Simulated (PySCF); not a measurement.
## Electronic structure of [MnF6]2-

The complex [MnF6]2- (charge -2) contains Mn(IV), shell d3. The structure is a model geometry with rigid ligands and bond lengths from ionic radii, not a minimum; coordination octahedral, point group Oh, metal–donor distances 1.83 Å.

```
7

Mn    0.0000    0.0000    0.0000
F     0.0000    0.0000    1.8300
F     0.0000    0.0000   -1.8300
F     1.8300    0.0000    0.0000
F    -1.8300    0.0000    0.0000
F     0.0000    1.8300    0.0000
F     0.0000   -1.8300    0.0000
```

Method (PySCF 2.14, density fitting): CASSCF(3,5) with orbitals averaged over all microstates of the shell, strongly contracted NEVPT2 on the averaged canonical orbitals; basis x2c-TZVPall on the metal, x2c-SVPall elsewhere; spin-free X2C; IEF-PCM water; spin-orbit coupling by state interaction with the mean-field operator over all roots.

## Spin-free states

```
2S+1  deg.  symmetry  free-ion term  CASSCF / cm⁻¹  NEVPT2 / cm⁻¹  f(ED)          occupations
   4     1      4A2g        4F 1.00              0              0      –  1.0 1.0 1.0 0.0 0.0
   2     2       2Eg        2G 0.63          20883          19368      –  1.0 1.0 1.0 0.0 0.0
   2     3      2T1g        2G 0.42          21989          20396      –  1.0 1.0 1.0 0.0 0.0
   4     3      4T2g        4F 1.00          20017          25963      0  0.7 0.7 0.7 0.5 0.5
   2     3      2T2g        2D 0.48          30812          29366      –  0.9 0.9 0.9 0.1 0.1
   4     3      4T1g        4F 0.61          29832          35192      0  0.6 0.6 0.6 0.6 0.6
   2     1      2A1g        2G 1.00          36947          41491      –  0.7 0.7 0.7 0.5 0.5
   2     3      2T2g        2G 0.54          39108          43316      –  0.7 0.7 0.7 0.5 0.5
   2     3      2T1g        2H 0.57          40829          44917      –  0.7 0.7 0.7 0.5 0.5
   2     2       2Eg        2D 0.51          43470          46685      –  0.7 0.7 0.7 0.5 0.5
   2     3      2T1g        2P 0.41          46864          50224      –  0.6 0.6 0.6 0.6 0.6
   4     3      4T1g        4P 0.61          46630          54420      0  0.4 0.4 0.4 0.9 0.9
   2     3      2T2g        2D 0.45          55582          57301      –  0.6 0.6 0.6 0.6 0.6
   2     1      2A2g        2F 1.00          58500          58277      –  0.7 0.7 0.7 0.5 0.5
   2     3      2T2g        2F 0.39          62459          67426      –  0.4 0.4 0.4 0.8 0.8
```

Only the lowest 15 spin-free levels are listed. Energies are counted from the ground state at NEVPT2 level. Weights follow the labels. f(ED) is the electric-dipole oscillator strength from the ground state at the fixed geometry, without vibronic coupling; occupations, where given, run over the ligand-field orbitals from the lowest.

## Ligand-field fit

| cm⁻¹ | CASSCF |
| --- | --- |
| 10Dq | 19342 |
| B | 1068 |
| B, free ion | 1329 |
| C | 4081 |
| C, free ion | 5009 |
| rms of the fit | 566 |

```tsv
orbital	CASSCF / cm⁻¹	metal share	main function
1	0	0.94	degenerate set
2	0	0.94	degenerate set
3	0	0.94	degenerate set
4	19342	0.81	degenerate set
5	19342	0.81	degenerate set
```

ζ = 348 cm⁻¹, against 412 for the free ion.

Spin-orbit levels:

```csv
E / cm⁻¹,deg.,make-up,g (S′ = 1/2)
0.0,4,1.00 4A2g,–
19339.2,4,0.99 2Eg,–
20341.2,4,0.99 2T1g,–
20473.0,2,1.00 2T1g,0.63 0.63 0.63
25813.5,2,1.00 4T2g,2.94 2.94 2.94
25898.0,4,0.99 4T2g,–
26075.8,4,0.99 4T2g,–
26076.1,2,1.00 4T2g,2.37 2.37 2.37
29328.7,4,0.99 2T2g,–
29486.2,2,0.99 2T2g,1.58 1.58 1.58
35137.7,4,1.00 4T1g,–
35142.9,2,0.99 4T1g,–
35281.0,4,1.00 4T1g,–
35333.8,2,1.00 4T1g,–
41522.9,2,0.99 2A1g,–
43277.8,2,1.00 2T2g,–
43345.1,4,1.00 2T2g,–
44698.8,2,1.00 2T1g,–
45035.6,4,1.00 2T1g,–
46701.8,4,0.99 2Eg,–
```

Only the lowest levels are listed: 62 of 120 states.

Charge-transfer states lie outside this active space and may come lower than some of these levels. NEVPT2 lifts 4T2g from 20017 to 25963 cm⁻¹; on the d shell alone it tends to overshoot states that fill the eg-type orbitals. An active orbital has only 0.74 squared overlap with the free ion's shell, so the metal shell alone is a small active space here. NEVPT2 on the d shell alone tends to put d–d bands too high for such charged or covalently bound ions.

The job took 11 s on one thread of Arm Neoverse V2 (shared host), with 132 basis functions, launched as `OMP_NUM_THREADS=1 python lf_run.py task.json out`.
